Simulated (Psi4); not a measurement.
diselenium (Se2), triplet, geometry from GFN2-xTB; B3LYP/STO-3G run with Psi4.

The Psi4 input:
```
memory 2 GB

molecule {
0 3
  Se   -0.00000000   -0.00000000   -1.08303360
  Se    0.00000000    0.00000000    1.08303360
}

set basis sto-3g
set reference uks

energy('b3lyp')
print_variables()
```

### Question
Write the output that Psi4 gives for this input, abridged.

### Answer

```
   => Loading Basis Set <=

    Name: STO-3G
    Role: ORBITAL
    Keyword: BASIS

         ---------------------------------------------------------
                                   SCF
               by Justin Turney, Rob Parrish, Andy Simmonett
                          and Daniel G. A. Smith
                              UKS Reference
         ---------------------------------------------------------

  ==> Geometry <==

    Molecular point group: d2h
    Full point group: D_inf_h

    Geometry (in Angstrom), charge = 0, multiplicity = 3:

       Center              X                  Y                   Z               Mass
    ------------   -----------------  -----------------  -----------------  -----------------
         SE           0.000000000000     0.000000000000    -1.083033600000    79.916521800000
         SE           0.000000000000     0.000000000000     1.083033600000    79.916521800000

  Running in d2h symmetry.

  Rotational constants: A = ************  B =      0.08992  C =      0.08992 [cm^-1]
  Rotational constants: A = ************  B =   2695.67027  C =   2695.67027 [MHz]
  Nuclear repulsion =  282.414532445955501

  Charge       = 0
  Multiplicity = 3
  Electrons    = 68
  Nalpha       = 35
  Nbeta        = 33

  ==> Algorithm <==

  SCF Algorithm Type is DF.
  DIIS enabled.
  MOM disabled.
  Fractional occupation disabled.
  Guess Type is SAD.
  Energy threshold   = 1.00e-06
  Density threshold  = 1.00e-06
  Integral threshold = 1.00e-12

  ==> Primary Basis <==

  Basis Set: STO-3G
    Blend: STO-3G
    Number of shells: 16
    Number of basis functions: 36
    Number of Cartesian functions: 38
    Spherical Harmonics?: true
    Max angular momentum: 2

  ==> DFT Potential <==

   => LibXC <=

    Version 7.1.2
    S. Lehtola, C. Steigemann, M. J. T. Oliveira, and M. A. L. Marques,  SoftwareX 7, 1–5 (2018) (10.1016/j.softx.2017.11.002)

   => Composite Functional: B3LYP <=

    B3LYP Hyb-GGA Exchange-Correlation Functional

    P. J. Stephens, F. J. Devlin, C. F. Chabalowski, and M. J. Frisch,  J. Phys. Chem. 98, 11623 (1994) (10.1021/j100096a001)

    Deriv               =              1
    GGA                 =           TRUE
    Meta                =          FALSE

    Exchange Hybrid     =           TRUE
    MP2 Hybrid          =          FALSE

   => Exchange Functionals <=

    0.0800   Slater exchange
    0.7200         Becke 88

   => Exact (HF) Exchange <=

    0.2000               HF

   => Correlation Functionals <=

    0.1900   Vosko, Wilk & Nusair (VWN5_RPA)
    0.8100   Lee, Yang & Parr

   => LibXC Density Thresholds  <==

    XC_HYB_GGA_XC_B3LYP:  1.00E-15

   => Molecular Quadrature <=

    Radial Scheme          =       TREUTLER
    Pruning Scheme         =           NONE
    Nuclear Scheme         =       TREUTLER

    Blocking Scheme        =         OCTREE
    BS radius alpha        =              1
    Pruning alpha          =              1
    Radial Points          =             75
    Spherical Points       =            302
    Total Points           =          37740
    Total Blocks           =            344
    Max Points             =            255
    Max Functions          =             31
    Weights Tolerance      =       1.00E-15

   => Loading Basis Set <=

    Name: (STO-3G AUX)
    Role: JKFIT
    Keyword: DF_BASIS_SCF

  ==> Integral Setup <==

  SCF_SUBTYPE=INCORE selected. In-core MEM_DF algorithm will be used.
  Using in-core AOs.

  ==> MemDFJK: Density-Fitted J/K Matrices <==

    J tasked:                   Yes
    K tasked:                   Yes
    wK tasked:                   No
    Algorithm:                 Core
    Schwarz Cutoff:           1E-12
    Mask sparsity (%):      16.8210
    Fitting Condition:        1E-10

   => Auxiliary Basis Set <=

  Basis Set: (STO-3G AUX)
    Blend: DEF2-UNIVERSAL-JKFIT
    Number of shells: 120
    Number of basis functions: 532
    Number of Cartesian functions: 742
    Spherical Harmonics?: true
    Max angular momentum: 5

  Minimum eigenvalue in the overlap matrix is 4.4426967432E-01.
  Reciprocal condition number of the overlap matrix is 2.7387678879E-01.
    Using symmetric orthogonalization.

  ==> Pre-Iterations <==

  SCF Guess: Superposition of Atomic Densities via on-the-fly atomic UHF (no occupation information).

   -------------------------
    Irrep   Nso     Nmo
   -------------------------
     Ag         9       9
     B1g        1       1
     B2g        4       4
     B3g        4       4
     Au         1       1
     B1u        9       9
     B2u        4       4
     B3u        4       4
   -------------------------
    Total      36      36
   -------------------------

  ==> Iterations <==

                           Total Energy        Delta E     RMS |[F,P]|

   @DF-UKS iter SAD: -4746.58584315761073   -4.74659e+03   0.00000e+00
   @DF-UKS iter   1: -4749.70943517475098   -3.12359e+00   1.83088e-02 DIIS/ADIIS
   @DF-UKS iter   2: -4749.72636747529396   -1.69323e-02   2.63092e-04 DIIS/ADIIS
   @DF-UKS iter   3: -4749.72638745985478   -1.99846e-05   3.49295e-05 DIIS
   @DF-UKS iter   4: -4749.72638787257165   -4.12717e-07   4.24275e-06 DIIS
   @DF-UKS iter   5: -4749.72638788034419   -7.77254e-09   2.78444e-07 DIIS
  Energy and wave function converged.

  ==> Post-Iterations <==

   Electrons on quadrature grid:
      Nalpha   =   35.0000133059 ; deviation = 1.331e-05
      Nbeta    =   33.0000127835 ; deviation = 1.278e-05
      Ntotal   =   68.0000260894 ; deviation = 2.609e-05

   @Spin Contamination Metric:   5.581048419E-04
   @S^2 Expected:                2.000000000E+00
   @S^2 Observed:                2.000558105E+00
   @S   Expected:                1.000000000E+00
   @S   Observed:                1.000000000E+00

    Orbital Energies [Eh]
    ---------------------

    Alpha Occupied:

       1B1u -448.649800     1Ag  -448.649792     2B1u  -56.060161
       2Ag   -56.058865     3B1u  -51.390461     3Ag   -51.390414
       1B3g  -51.388680     1B2g  -51.388680     1B2u  -51.388661
       1B3u  -51.388661     4B1u   -7.109287     4Ag    -7.108388
       5B1u   -5.156671     5Ag    -5.154648     2B3g   -5.145426
       2B2g   -5.145426     2B2u   -5.143983     2B3u   -5.143983
       6B1u   -1.110228     6Ag    -1.108133     3B3u   -1.103459
       3B2u   -1.103459     3B2g   -1.103428     3B3g   -1.103428
       1Au    -1.095888     1B1g   -1.095888     7B1u   -1.095855
       7Ag    -1.095854     8Ag    -0.685468     8B1u   -0.487038
       9Ag    -0.277253     4B3u   -0.259069     4B2u   -0.259069
       4B2g   -0.141451     4B3g   -0.141451

    Alpha Virtual:

       9B1u    0.122960

    Beta Occupied:

       1B1u -448.648194     1Ag  -448.648186     2B1u  -56.058770
       2Ag   -56.057479     3B1u  -51.389698     3Ag   -51.389650
       1B3g  -51.386161     1B2g  -51.386161     1B2u  -51.386143
       1B3u  -51.386143     4B1u   -7.105626     4Ag    -7.104770
       5B1u   -5.155020     5Ag    -5.153042     2B3g   -5.139673
       2B2g   -5.139673     2B2u   -5.138262     2B3u   -5.138262
       6B1u   -1.108104     6Ag    -1.106213     3B3u   -1.100950
       3B2u   -1.100950     3B2g   -1.100949     3B3g   -1.100949
       1B1g   -1.091841     1Au    -1.091840     7Ag    -1.091807
       7B1u   -1.091805     8Ag    -0.654836     8B1u   -0.437899
       9Ag    -0.257197     4B3u   -0.203756     4B2u   -0.203756

    Beta Virtual:

       4B2g   -0.037533     4B3g   -0.037533     9B1u    0.147344

    Final Occupation by Irrep:
             Ag   B1g   B2g   B3g    Au   B1u   B2u   B3u
    DOCC [     9,    1,    3,    3,    1,    8,    4,    4 ]
    SOCC [     0,    0,    1,    1,    0,    0,    0,    0 ]
    NA   [     9,    1,    4,    4,    1,    8,    4,    4 ]
    NB   [     9,    1,    3,    3,    1,    8,    4,    4 ]

  @DF-UKS Final Energy: -4749.72638788034419

   => Energetics <=

    Nuclear Repulsion Energy =            282.4145324459555013
    One-Electron Energy =               -7213.6503321463505927
    Two-Electron Energy =                2322.5680724549847582
    DFT Exchange-Correlation Energy =    -141.0586606349341992
    Empirical Dispersion Energy =           0.0000000000000000
    VV10 Nonlocal Energy =                  0.0000000000000000
    Total Energy =                      -4749.7263878803441912

  UHF NO Occupations:
  HONO-2 :    8B1u 1.9997209
  HONO-1 :    4B2g 1.0000000
  HONO-0 :    4B3g 1.0000000
  LUNO+0 :    9B1u 0.0002791

Computation Completed

Properties will be evaluated at   0.000000,   0.000000,   0.000000 [a0]

Properties computed using the SCF density matrix

 Multipole Moments:

 ------------------------------------------------------------------------------------
     Multipole            Electronic (a.u.)      Nuclear  (a.u.)        Total (a.u.)
 ------------------------------------------------------------------------------------

 L = 1.  Multiply by 2.5417464519 to convert [e a0] to [Debye]
 Dipole X            :          0.0000000            0.0000000            0.0000000
 Dipole Y            :          0.0000000            0.0000000            0.0000000
 Dipole Z            :          0.0000000            0.0000000            0.0000000
 Magnitude           :                                                    0.0000000

 ------------------------------------------------------------------------------------

  Variable Map:
  ----------------------------------------------------------------------------
  "CURRENT ENERGY"              =>   -4749.726387880344
  "CURRENT REFERENCE ENERGY"    =>   -4749.726387880344
  "DD SOLVATION ENERGY"         =>       0.000000000000
  "DFT FUNCTIONAL TOTAL ENERGY" =>   -4749.726387880344
  "DFT TOTAL ENERGY"            =>   -4749.726387880344
  "DFT VV10 ENERGY"             =>       0.000000000000
  "DFT XC ENERGY"               =>    -141.058660634934
  "GRID ELECTRONS ALPHA"        =>      35.000013305897
  "GRID ELECTRONS BETA"         =>      33.000012783455
  "GRID ELECTRONS TOTAL"        =>      68.000026089352
  "NUCLEAR REPULSION ENERGY"    =>     282.414532445956
  "ONE-ELECTRON ENERGY"         =>   -7213.650332146351
  "PCM POLARIZATION ENERGY"     =>       0.000000000000
  "PE ENERGY"                   =>       0.000000000000
  "SCF ITERATION ENERGY"        =>   -4749.726387880344
  "SCF ITERATIONS"              =>       5.000000000000
  "SCF TOTAL ENERGY"            =>   -4749.726387880344
  "TWO-ELECTRON ENERGY"         =>    2322.568072454985
  "XC GRID RADIAL POINTS"       =>      75.000000000000
  "XC GRID SPHERICAL POINTS"    =>     302.000000000000
  "XC GRID TOTAL POINTS"        =>   37740.000000000000

  Array Variable Map:
  ----------------------------------------------------------------------------
  "CURRENT DIPOLE"              =>       0.000000000000 ... 0.000000000000 1 by 3
  "SCF DIPOLE"                  =>       0.000000000000 ... 0.000000000000 1 by 3
  "SCF TOTAL ENERGIES"          =>   -4746.585843157611 ... -4749.726387880344 1 by 6
```
